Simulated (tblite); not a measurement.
Run record: tight-binding relaxation, `N#[C][Ge]1([NH]C)[CH2]C[CH2]1`.

Computed with GFN2-xTB geometry optimisation, gas phase (tblite 0.8.0). Start geometry: from a force field or distance geometry. A driver script takes a list of jobs; this job's settings line and coordinates (Å) are shown.

Command:
```bash
OMP_NUM_THREADS=1 python probes_run.py task.json out
```

Input:
```
{"job": {"kind": "relax", "xc": "GFN2-xTB", "basis": "xTB"}, "charge": 0, "multiplicity": 1}
C      2.559400    -0.224100     0.613900
N      1.782000     0.355600    -0.432100
Ge     0.043400     0.637200    -0.157100
C     -0.665400     2.359500    -0.430700
N     -1.081100     3.412700    -0.586600
C     -1.061800    -0.669300    -1.141400
C     -2.086700    -0.474000    -0.062900
C     -0.978700    -0.525500     0.983600
H      3.456800    -0.715600     0.162700
H      2.044300    -1.038800     1.197500
H      2.937200     0.529800     1.354500
H      2.255000     0.722700    -1.231100
H     -1.369200    -0.313300    -2.130800
H     -0.586300    -1.650100    -1.207000
H     -2.845800    -1.276600     0.022100
H     -2.524400     0.554500    -0.015000
H     -1.339400    -0.129900     1.946600
H     -0.547900    -1.548300     1.102200
```

Output:
```
step      E/eV     max force
  0    -637.74260    3.445
  1    -638.09752    1.629
  2    -638.28334    1.643
  3    -638.30553    5.931
  4    -638.47353    0.844
  5    -638.51307    0.670
  6    -638.56894    0.389
  7    -638.60097    0.433
  8    -638.63670    0.466
  9    -638.66398    0.442
... (164 lines left out)
174    -638.98479    0.033
175    -638.98490    0.031
176    -638.98501    0.030
177    -638.98513    0.040
178    -638.98522    0.036
179    -638.98530    0.019
180    -638.98536    0.022
181    -638.98539    0.026
182    -638.98543    0.020
183    -638.98546    0.010
```

«max force» is the largest atomic force in eV/Å.

**Question.** From which step on does the largest force stay under 0.1 eV/Å, and how much energy is left to gain from there?

**Answer.** From step 135 (0.058 eV/Å), 7.9 meV above the end.

Summary of the converged run: energy lowered by 28.7 kcal/mol over 183 steps; largest atomic force 0.010 eV/Å at the end.

**Question.** Where do the atoms end?

**Answer.** 0.608 Å rms from the input after alignment:
```
atom  x, y, z in Å
C1     2.5863   -0.4320    0.4291
N2     1.8013    0.7580    0.1573
Ge3   -0.0021    0.7028   -0.1634
C4    -0.4004    2.5590   -0.5613
N5    -0.6692    3.6418   -0.8168
C6    -1.0481   -0.6751   -1.2248
C7    -2.0205   -0.8066   -0.0408
C8    -1.2154   -0.2273    1.1381
H9     2.9115   -0.9500   -0.4795
H10    1.9850   -1.1209    1.0202
H11    3.4704   -0.1625    1.0102
H12    2.3245    1.4269   -0.3917
H13   -1.5214   -0.4299   -2.1716
H14   -0.4583   -1.5813   -1.3602
H15   -2.3511   -1.8313    0.1283
H16   -2.9022   -0.1915   -0.2203
H17   -1.8122    0.3346    1.8521
H18   -0.6868   -1.0082    1.6835
```

**Question.** Estimate the wall time. Hardware: an Arm Neoverse V2 with one thread, on a shared host.

**Answer.** About 1.2 s.
Labels such as C1 count atoms from 1, the log's own numbers from 0.
